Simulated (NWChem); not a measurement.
The numbers come from NWChem runs, not from measurements. System: Al₂, charge 0, spin multiplicity 3, at a geometry optimised with UPBE0/def2-SVP. The structure started from a generated list of species. Its SCF solution wasn't tested for a lower state. Level: UMP2/def2-TZVP, 10 core orbitals frozen.

The NWChem input:

```
start mol
memory heap 200 mb stack 900 mb global 1100 mb
geometry units angstroms nocenter noautoz
  Al     0.000000     0.000000     1.241108
  Al     0.000000     0.000000    -1.241108
  symmetry group D2h
end
basis spherical
  * library def2-tzvp
end
scf
  uhf
  nopen 2
  maxiter 100
  thresh 1e-7
  semidirect memsize 60000000 filesize 0
  # guess.movecs holds the orbitals of an unrestricted PBE0 run
  vectors input guess.movecs output mol.movecs
end
mp2
  freeze core 10
end
task mp2 energy
```

Output (cleaned and shortened):

```
             Northwest Computational Chemistry Package (NWChem) 7.3.0
             --------------------------------------------------------

                                NWChem Input Module
                                -------------------

 Scaling coordinates for geometry "geometry" by  1.889725989
 (inverse scale =  0.529177249)

 Turning off AUTOSYM since
 SYMMETRY directive was detected!

                             Geometry "geometry" -> ""
                             -------------------------

 Output coordinates in angstroms (scale by  1.889725989 to convert to a.u.)

  No.       Tag          Charge          X              Y              Z
 ---- ---------------- ---------- -------------- -------------- --------------
    1 Al                  13.0000     0.00000000     0.00000000     1.24110800
    2 Al                  13.0000     0.00000000     0.00000000    -1.24110800

 Effective nuclear repulsion energy (a.u.)      36.0286756193

            Nuclear Dipole moment (a.u.)
            ----------------------------
        X                 Y               Z
 ---------------- ---------------- ----------------
     0.0000000000     0.0000000000     0.0000000000

      Symmetry information
      --------------------

 Group name             D2h
 Group number             26
 Group order               8
 No. of unique centers     1

      Symmetry unique atoms

     1


 Summary of "ao basis" -> "" (spherical)
 ------------------------------------------------------------------------------
       Tag                 Description            Shells   Functions and Types
 ---------------- ------------------------------  ------  ---------------------
 *                         def2-tzvp                  on all atoms

 Summary of "ao basis" -> "ao basis" (spherical)
 ------------------------------------------------------------------------------
       Tag                 Description            Shells   Functions and Types
 ---------------- ------------------------------  ------  ---------------------
 Al                        def2-tzvp                13       37   5s5p2d1f

                                 NWChem SCF Module
                                 -----------------

  ao basis        = "ao basis"
  functions       =    74
  atoms           =     2
  alpha electrons =    14
  beta  electrons =    12
  charge          =   0.00
  wavefunction    = UHF
  use symmetry    = T
  symmetry adapt  = T

 Summary of "ao basis" -> "ao basis" (spherical)
 ------------------------------------------------------------------------------
       Tag                 Description            Shells   Functions and Types
 ---------------- ------------------------------  ------  ---------------------
 Al                        def2-tzvp                13       37   5s5p2d1f

      Symmetry analysis of basis
      --------------------------

        ag         16
        au          3
        b1g         3
        b1u        16
        b2g         9
        b2u         9
        b3g         9
        b3u         9

 Forming initial guess at       0.0s

   Symmetry analysis of molecular orbitals - initial alpha
   -------------------------------------------------------

  Numbering of irreducible representations:

     1 ag          2 au          3 b1g         4 b1u         5 b2g
     6 b2u         7 b3g         8 b3u

  Orbital symmetries:

     1 b1u         2 ag          3 ag          4 b1u         5 ag
     6 b3u         7 b2u         8 b3g         9 b2g        10 b1u
    11 ag         12 b1u        13 b3u        14 b2u        15 ag
    16 b3g        17 b2g        18 b1u        19 ag         20 ag
    21 b1g        22 b3u        23 b2u        24 b1u

   Symmetry analysis of molecular orbitals - initial beta
   ------------------------------------------------------

  Numbering of irreducible representations:

     1 ag          2 au          3 b1g         4 b1u         5 b2g
     6 b2u         7 b3g         8 b3u

  Orbital symmetries:

     1 b1u         2 ag          3 ag          4 b1u         5 ag
     6 b1u         7 b3u         8 b2u         9 b3g        10 b2g
    11 ag         12 b1u        13 ag         14 b2u        15 b3u
    16 b2g        17 b3g        18 b1u        19 ag         20 b3u
    21 b2u        22 ag         23 b1g        24 ag

 Starting SCF solution at       0.0s

 ----------------------------------------------
         Quadratically convergent UHF

 Convergence threshold     :          1.000E-07
 Maximum no. of iterations :          100
 Integral*density screening:          1.000E-09
 ----------------------------------------------

              iter       energy          gnorm     gmax       time
             ----- ------------------- --------- --------- --------
                 1     -483.7534141782  5.85D-01  1.87D-01      0.2
                 2     -483.7638346441  5.21D-02  1.21D-02      0.3
                 3     -483.7648017484  1.55D-03  7.03D-04      0.3
                 4     -483.7648038906  3.24D-06  1.32D-06      0.4
                 5     -483.7648038907  6.89D-09  2.89D-09      0.4

       Final UHF  results
       ------------------

         Total SCF energy =   -483.764803890659
      One electron energy =   -745.155822948087
      Two electron energy =    225.362343438163
 Nuclear repulsion energy =     36.028675619265

                       Sz =      1.0000
                 Sz(Sz+1) =      2.0000
                      S^2 =      2.0441

        Time for solution =      0.4s

       Symmetry analysis of molecular orbitals - alpha
       -----------------------------------------------
[...]
  ----- ------------  ---------------      ----- ------------  ---------------
    19      0.782218  1 Al py                56     -0.782218  2 Al py
    16      0.245419  1 Al py                53     -0.245419  2 Al py

                     UHF Final Beta Molecular Orbital Analysis
                     -----------------------------------------

 Vector   10  Occ=1.000000D+00  E=-3.216635D+00  Symmetry=b3g
              MO Center= -2.8D-34,  6.6D-23, -8.8D-17, r^2= 1.7D+00
   Bfn.  Coefficient  Atom+Function         Bfn.  Coefficient  Atom+Function
  ----- ------------  ---------------      ----- ------------  ---------------
     7      0.387031  1 Al py                44     -0.387031  2 Al py
    10      0.290938  1 Al py                47     -0.290938  2 Al py

 Vector   11  Occ=1.000000D+00  E=-4.396075D-01  Symmetry=ag
              MO Center= -3.1D-16,  3.0D-16, -7.7D-16, r^2= 3.0D+00
   Bfn.  Coefficient  Atom+Function         Bfn.  Coefficient  Atom+Function
  ----- ------------  ---------------      ----- ------------  ---------------
     4      0.492893  1 Al s                 41      0.492893  2 Al s
     3     -0.256390  1 Al s                 40     -0.256390  2 Al s
     5      0.205045  1 Al s                 42      0.205045  2 Al s

 Vector   12  Occ=1.000000D+00  E=-3.115074D-01  Symmetry=b1u
              MO Center=  2.8D-18, -3.1D-33,  9.2D-16, r^2= 5.3D+00
   Bfn.  Coefficient  Atom+Function         Bfn.  Coefficient  Atom+Function
  ----- ------------  ---------------      ----- ------------  ---------------
     4      0.487191  1 Al s                 41     -0.487191  2 Al s
     5      0.374437  1 Al s                 42     -0.374437  2 Al s
     3     -0.248097  1 Al s                 40      0.248097  2 Al s

 Vector   13  Occ=0.000000D+00  E=-7.993798D-03  Symmetry=ag
              MO Center= -3.6D-17, -9.4D-17, -1.3D-15, r^2= 6.7D+00
   Bfn.  Coefficient  Atom+Function         Bfn.  Coefficient  Atom+Function
  ----- ------------  ---------------      ----- ------------  ---------------
    20      0.444592  1 Al pz                57     -0.444592  2 Al pz
     5      0.331360  1 Al s                 42      0.331360  2 Al s
    17      0.289399  1 Al pz                54     -0.289399  2 Al pz

 Vector   14  Occ=0.000000D+00  E= 2.826593D-02  Symmetry=b2u
              MO Center=  2.2D-32, -3.1D-16,  3.5D-17, r^2= 5.9D+00
   Bfn.  Coefficient  Atom+Function         Bfn.  Coefficient  Atom+Function
  ----- ------------  ---------------      ----- ------------  ---------------
    19      0.452861  1 Al py                56      0.452861  2 Al py
    16      0.195123  1 Al py                53      0.195123  2 Al py

 Vector   15  Occ=0.000000D+00  E= 2.826593D-02  Symmetry=b3u
              MO Center=  2.9D-16,  1.7D-17, -1.5D-16, r^2= 5.9D+00
   Bfn.  Coefficient  Atom+Function         Bfn.  Coefficient  Atom+Function
  ----- ------------  ---------------      ----- ------------  ---------------
    18      0.452861  1 Al px                55      0.452861  2 Al px
    15      0.195123  1 Al px                52      0.195123  2 Al px

 center of mass
 --------------
 x =   0.00000000 y =   0.00000000 z =   0.00000000

 moments of inertia (a.u.)
 ------------------
         296.833936193260           0.000000000000           0.000000000000
           0.000000000000         296.833936193260           0.000000000000
           0.000000000000           0.000000000000           0.000000000000

  Mulliken analysis of the total density
  --------------------------------------

    Atom       Charge   Shell Charges
 -----------   ------   -------------------------------------------------------
    1 Al  13    13.00   2.00  0.66  1.31  1.14  0.70  2.90  2.28  0.81  0.50  0.59  0.02  0.07  0.01
    2 Al  13    13.00   2.00  0.66  1.31  1.14  0.70  2.90  2.28  0.81  0.50  0.59  0.02  0.07  0.01

  Mulliken analysis of the alpha density
  --------------------------------------

    Atom       Charge   Shell Charges
 -----------   ------   -------------------------------------------------------
    1 Al  13     7.00   1.00  0.33  0.66  0.55  0.37  1.46  1.14  0.40  0.45  0.55  0.02  0.07  0.00
    2 Al  13     7.00   1.00  0.33  0.66  0.55  0.37  1.46  1.14  0.40  0.45  0.55  0.02  0.07  0.00

   Mulliken analysis of the beta density
   -------------------------------------

    Atom       Charge   Shell Charges
 -----------   ------   -------------------------------------------------------
    1 Al  13     6.00   1.00  0.33  0.66  0.59  0.33  1.44  1.14  0.41  0.05  0.04  0.00  0.00  0.00
    2 Al  13     6.00   1.00  0.33  0.66  0.59  0.33  1.44  1.14  0.41  0.05  0.04  0.00  0.00  0.00

   Mulliken analysis of the spin density
   -------------------------------------

    Atom       Charge   Shell Charges
 -----------   ------   -------------------------------------------------------
    1 Al  13     1.00  -0.00  0.00 -0.00 -0.04  0.04  0.01 -0.00 -0.00  0.40  0.51  0.01  0.06  0.00
    2 Al  13     1.00  -0.00  0.00 -0.00 -0.04  0.04  0.01 -0.00 -0.00  0.40  0.51  0.01  0.06  0.00

       Multipole analysis of the density wrt the origin
       ------------------------------------------------

     L   x y z        total         alpha         beta         nuclear
     -   - - -        -----         -----         ----         -------
     0   0 0 0     -0.000000    -14.000000    -12.000000     26.000000

     1   1 0 0     -0.000000     -0.000000      0.000000      0.000000
     1   0 1 0     -0.000000      0.000000     -0.000000      0.000000
     1   0 0 1      0.000000      0.000000      0.000000      0.000000

     2   2 0 0    -22.642966    -16.697529     -5.945437      0.000000
     2   1 1 0      0.000000      0.000000      0.000000      0.000000
     2   1 0 1      0.000000     -0.000000      0.000000      0.000000
     2   0 2 0    -22.642966    -16.697529     -5.945437      0.000000
     2   0 1 1      0.000000      0.000000      0.000000      0.000000
     2   0 0 2    -15.573570    -82.073634    -76.517761    143.017825

                   NWChem MP2 Semi-direct Energy/Gradient Module
                   ---------------------------------------------

  Basis functions       =     74
  Molecular orbitals    =     74
  Frozen core           =     10
  Frozen virtuals       =      0
  Active alpha occupied =      4
  Active beta occupied  =      2
  Active alpha virtual  =     60
  Active beta virtual   =     62
  Use MO symmetry       = T
  Use skeleton AO sym   = T

  AO/Fock/Back tols     =   1.0D-09  1.0D-09  1.0D-09

 GA uses MA = F    GA memory limited = T

 Available:
  local mem=  1.26D+08
 global mem=  1.44D+08
 local disk=  0.00D+00
  mp2_memr nvloc                    60
  nvloc new                    60
   1 passes of   4:        4194304                      23166                   2228962.
   1 passes of   4: M    126152456           G      144168248           F     121958152.

 Semi-direct pass number   1 of   1  for UHF alpha       at        0.5s
  vrange nnbf                  2720
  mp2_eaftype                    10  avail_ma_in_mb                  1099
 EAF : mp2_eaftype filesize          10    1114481.
  mp2_eaf for mointskh                     10
Node 0 wrote      5.2 Mb in      0.0 s     Agg I/O rate:  1584.9 Mb/s
 Done moints_semi at        1.3s
  mp2_eaftype                    10  avail_ma_in_mb                  1089
 EAF : mp2_eaftype filesize          10    1114481.
  mp2_eaf for kh                    10
 Done maket at        1.3s
 Done multipass loop at        1.3s

 GA uses MA = F    GA memory limited = T

 Available:
  local mem=  1.26D+08
 global mem=  1.44D+08
 local disk=  0.00D+00
  mp2_memr nvloc                    62
  nvloc new                    62
   1 passes of   2:        4194304                      17368                   1156194.
   1 passes of   2: M    126152456           G      144168248           F     121958152.

 Semi-direct pass number   1 of   1  for UHF beta        at        1.3s
  vrange nnbf                  2720
  mp2_eaftype                    10  avail_ma_in_mb                  1099
 EAF : mp2_eaftype filesize          10     578097.
  mp2_eaf for mointskh                     10
Node 0 wrote      2.7 Mb in      0.0 s     Agg I/O rate:  1492.8 Mb/s
 Done moints_semi at        2.0s
  mp2_eaftype                    10  avail_ma_in_mb                  1089
 EAF : mp2_eaftype filesize          10     578097.
  mp2_eaf for kh                    10
 Done maket at        2.0s
 Done multipass loop at        2.0s

          -------------------------------------------
          SCF energy                -483.764803890659
          Correlation energy          -0.101084896145
          Singlet pairs                0.000000000000
          Triplet pairs                0.000000000000
          Total MP2 energy          -483.865888786804
          -------------------------------------------

          ---------------------------------------------------
                    Spin Component Scaled (SCS) MP2
          Same spin pairs                     -0.022835597512
          Same spin scaling factor             0.333333333333
          Opposite spin pairs                 -0.078249298633
          Opposite spin scaling fact.          1.200000000000
          SCS-MP2 correlation energy          -0.101511024197
          Total SCS-MP2 energy              -483.866314914855
          ---------------------------------------------------

 -----------------------
 Performance information
 -----------------------

 Timer overhead =  9.68D-08 seconds/call

               Nr. of calls         CPU time (s)                 Wall time (s)                GFlops
             ---------------    -------------------     ------------------------------   -------------------
Name         Min   Avg   Max    Min     Avg     Max     Min     Avg     Max   Mx/calls   Min     Max     Sum
mp2: moin     2     2     2    1.5     1.5     1.5      1.5     1.5     1.5    0.73      0.0     0.0     0.0
mp2: make     2     2     2   1.60E-2 1.60E-2 1.60E-2  1.60E-2 1.60E-2 1.60E-2 8.01E-3   0.0     0.0     0.0
mp2: tota     1     1     1    1.5     1.5     1.5      1.5     1.5     1.5     1.5      0.0     0.0     0.0

 The average no. of pstat calls per process was 5.00D+00
 with a timing overhead of 4.84D-07s

 Task  times  cpu:        2.0s     wall:        2.0s

 Total times  cpu:        2.0s     wall:        2.0s
```
